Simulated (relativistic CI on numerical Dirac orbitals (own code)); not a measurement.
**Hyperfine structure of As XXXII, mass number 75**

Method of calculation: Dirac-Coulomb-Breit CI, KLI orbitals optimised for each configuration, model QED, unscaled Slater integrals (own radial code, finite nucleus).

CI space: 1s2, 1s 2s, 1s 2p, 1s 3s, 1s 3p, 1s 3d, 1s 4s, 1s 4p, 1s 4d, 1s 4f, 1s 5s, 1s 5p, 1s 5d, 1s 5f, 1s 5g, 1s 6s, 1s 6p, 1s 6d. Levels of other configurations are missing.

Nuclear spin I = 3/2, μ = 1.4383 μN, Q = 0.311 b (tables of Stone and Pyykkö). The electronic factors are computed for point nuclear moments, without core polarisation or the Bohr-Weisskopf and QED corrections.

| Level | E (10³ cm⁻¹) | A (GHz) | B (GHz) |
| --- | --- | --- | --- |
| 1s 2s 3S_1 | 87474 | 5339 | -0.00034 |
| 1s 2p 3P°_1 | 87814 | 4676 | -11 |
| 1s 2p 3P°_2 | 88167 | 2429 | 42.5 |
| 1s 2p 1P°_1 | 88346 | -2021 | 31.7 |
| 1s 3s 3S_1 | 103727 | 4932 | -0.000357 |
| 1s 3p 3P°_1 | 103821 | 4584 | -3.09 |
| 1s 3p 3P°_2 | 103926 | 2396 | 12.8 |
| 1s 3d 3D_2 | 103970 | 2388 | 2.43 |

Levels with J = 0, under 50 % of one LS term, or S terms without an open s electron are left out. Small factors come from cancelling terms and can be off by tens of per cent or more.

At this charge energies of transitions that change n are usually good to better than 1 %, and those within a shell (Δn = 0) to a few per cent.

Problem. Give the hyperfine levels of 1s 2s 3S_1 relative to its centre of gravity.

Solution. With K = F(F + 1) − I(I + 1) − J(J + 1), E = AK/2 + B[¾K(K + 1) − I(I + 1)J(J + 1)]/[2I(2I − 1)J(2J − 1)]: F = 1/2: -13350, F = 3/2: -5339, F = 5/2: 8009 GHz.

LS names give the leading component of a level, which can be under half, so a name can repeat, a term be missing and a line seem to break the LS rules.
